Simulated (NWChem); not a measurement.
System meant: C3H3F3; SMILES FC(C=C)(F)F

Input file for NWChem:

```
start job
memory heap 200 mb stack 900 mb global 1100 mb
geometry units angstroms noautoz
  C     -0.030773    -2.111996     0.000000
  C      0.658829    -0.975055     0.000000
  C      0.015500     0.376288     0.000000
  F     -1.331354     0.314444     0.000000
  F      0.390865     1.091403     1.085974
  F      0.390865     1.091403    -1.085974
  H      0.472105    -3.074063     0.000000
  H     -1.116149    -2.118573     0.000000
  H      1.745104    -0.950788     0.000000
end
basis spherical
  * library def2-svp
end
dft
  odft
  mult 2
  xc xpbe96 cpbe96
  iterations 150
  mulliken
end
task dft energy
```

End of the output:

```
 Summary of "ao basis" -> "" (spherical)
 ------------------------------------------------------------------------------
       Tag                 Description            Shells   Functions and Types
 ---------------- ------------------------------  ------  ---------------------
 *                          def2-svp                  on all atoms

  pbe96 is a nonlocal functional; adding pw91lda local functional.

                                 NWChem DFT Module
                                 -----------------

 Summary of "ao basis" -> "ao basis" (spherical)
 ------------------------------------------------------------------------------
       Tag                 Description            Shells   Functions and Types
 ---------------- ------------------------------  ------  ---------------------
 C                          def2-svp                 6       14   3s2p1d
 F                          def2-svp                 6       14   3s2p1d
 H                          def2-svp                 3        5   2s1p

 Summary of "ao basis" -> "ao basis" (spherical)
 ------------------------------------------------------------------------------
       Tag                 Description            Shells   Functions and Types
 ---------------- ------------------------------  ------  ---------------------
 C                          def2-svp                 6       14   3s2p1d
 F                          def2-svp                 6       14   3s2p1d
 H                          def2-svp                 3        5   2s1p

      Symmetry analysis of basis
      --------------------------

        a'         66
        a"         33

  number of electrons :                   48
  multiplicity        :                    2
 ------------------------------------------------------------------------
  no. of electrons and multiplicity not compatible                  48
 ------------------------------------------------------------------------
 ------------------------------------------------------------------------
  current input line :
    24: task dft energy
 ------------------------------------------------------------------------
 ------------------------------------------------------------------------
 There is an error in the input file
 ------------------------------------------------------------------------
 For more information see the NWChem manual at https://nwchemgit.github.io

0: no. of electrons and multiplicity not compatible:Received an Error in Communication
```

### Question
What is wrong, and how is it mended?

### Answer
The input was rejected before any calculation. Cause: the multiplicity doesn't fit the number of electrons (an even count wants an odd multiplicity, and the reverse). This input runs:
```
start job
memory heap 200 mb stack 900 mb global 1100 mb
geometry units angstroms noautoz
  C     -0.030773    -2.111996     0.000000
  C      0.658829    -0.975055     0.000000
  C      0.015500     0.376288     0.000000
  F     -1.331354     0.314444     0.000000
  F      0.390865     1.091403     1.085974
  F      0.390865     1.091403    -1.085974
  H      0.472105    -3.074063     0.000000
  H     -1.116149    -2.118573     0.000000
  H      1.745104    -0.950788     0.000000
end
basis spherical
  C library def2-svp
  F library def2-svp
  H library def2-svp
end
dft
  xc xpbe96 cpbe96
  iterations 150
  mulliken
end
task dft energy
```
It converges to -414.89304 Ha (PBE/def2-SVP).
